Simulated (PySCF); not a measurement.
**Electron correlation in Cu (copper, neutral)**

[Ar] 3d9 4s2, 2D determinant (an excited configuration). Computed with PySCF 2.14 in x2c-TZVPPall with one added diffuse shell each of s, p, d, f type (7s6p5d3f1g, 80 functions), with scalar relativity by spin-free X2C-1e. Frozen: [Ne]; 19 electrons correlated.

MP2 pair energies summed by pair of shells (mhartree):

| pair | energy | share (%) |
| --- | --- | --- |
| 3d-3d | -335.34 | 45.4 |
| 3p-3d | -207.47 | 28.1 |
| 3p-3p | -49.04 | 6.6 |
| 3d-4s | -46.76 | 6.3 |
| 3s-3d | -42.43 | 5.7 |
| 3s-3p | -23.36 | 3.2 |
| 4s-4s | -23.27 | 3.2 |
| 3p-4s | -6.63 | 0.9 |
| 3s-3s | -3.68 | 0.5 |
| 3s-4s | -0.61 | 0.1 |

Total MP2 correlation energy: -738.61 mhartree.

Same-spin part -241.56 and opposite-spin part -497.04 mhartree; SCS-MP2 scales them by 1/3 and 6/5 to -676.97 mhartree.

This basis was not built for core-valence correlation, so the inner-shell part is incomplete.
